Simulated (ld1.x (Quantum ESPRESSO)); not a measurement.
# An all-electron radial function and its pseudo partner (Ce (Z = 58))

Columns: radius, all-electron u(r) and pseudo u(r) of the 5s shell (level -43.88 eV) of cerium in the configuration [Kr] 4d10 4f0 5s2 5p6 5d2 6s2 6p0; PBE, scalar-relativistic, TM semilocal scheme, ld1.x (Quantum ESPRESSO) 7.5.

```json
{"r (bohr)": "0.140", "all-electron": "0.1405", "pseudo": "0.0384"}
{"r (bohr)": "0.280", "all-electron": "0.1670", "pseudo": "0.0847"}
{"r (bohr)": "0.420", "all-electron": "-0.4257", "pseudo": "0.1480"}
{"r (bohr)": "0.560", "all-electron": "-0.4963", "pseudo": "0.2389"}
{"r (bohr)": "0.700", "all-electron": "-0.1552", "pseudo": "0.3669"}
{"r (bohr)": "0.840", "all-electron": "0.2803", "pseudo": "0.5319"}
{"r (bohr)": "0.980", "all-electron": "0.6351", "pseudo": "0.7142"}
{"r (bohr)": "1.120", "all-electron": "0.8595", "pseudo": "0.8723"}
{"r (bohr)": "1.260", "all-electron": "0.9636", "pseudo": "0.9641"}
{"r (bohr)": "1.400", "all-electron": "0.9767", "pseudo": "0.9767"}
{"r (bohr)": "1.540", "all-electron": "0.9290", "pseudo": "0.9290"}
{"r (bohr)": "1.680", "all-electron": "0.8463", "pseudo": "0.8463"}
{"r (bohr)": "1.820", "all-electron": "0.7472", "pseudo": "0.7472"}
{"r (bohr)": "1.960", "all-electron": "0.6447", "pseudo": "0.6447"}
{"r (bohr)": "2.100", "all-electron": "0.5466", "pseudo": "0.5466"}
{"r (bohr)": "2.240", "all-electron": "0.4572", "pseudo": "0.4572"}
{"r (bohr)": "2.380", "all-electron": "0.3783", "pseudo": "0.3783"}
{"r (bohr)": "2.520", "all-electron": "0.3104", "pseudo": "0.3104"}
{"r (bohr)": "2.660", "all-electron": "0.2530", "pseudo": "0.2530"}
{"r (bohr)": "2.800", "all-electron": "0.2051", "pseudo": "0.2051"}
{"r (bohr)": "2.940", "all-electron": "0.1655", "pseudo": "0.1655"}
{"r (bohr)": "3.080", "all-electron": "0.1331", "pseudo": "0.1331"}
{"r (bohr)": "3.220", "all-electron": "0.1067", "pseudo": "0.1067"}
{"r (bohr)": "3.360", "all-electron": "0.0853", "pseudo": "0.0853"}
{"r (bohr)": "3.500", "all-electron": "0.0680", "pseudo": "0.0680"}
{"r (bohr)": "3.640", "all-electron": "0.0542", "pseudo": "0.0542"}
```

Question: How many radial nodes do the two functions have?

Answer: The all-electron 5s function has n − l − 1 = 4 (the table is too coarse to show those close to the nucleus); the pseudo-wave has 0, since the states of the same l below it are removed with the core.

Question: At about which radius was the pseudo-wave matched?

Answer: 1.40 bohr, where the columns begin to agree (steps of 0.14 bohr).

Question: Where does each function peak?

Answer: Outermost all-electron maximum near 1.40 bohr, pseudo maximum near 1.40 bohr (to the table’s step).

Question: Is the pseudo-wave norm-conserving?

Answer: Yes: the TM semilocal scheme keeps the norm inside the radius equal to the all-electron one, which fixes the energy derivative of the logarithmic derivative at the level.
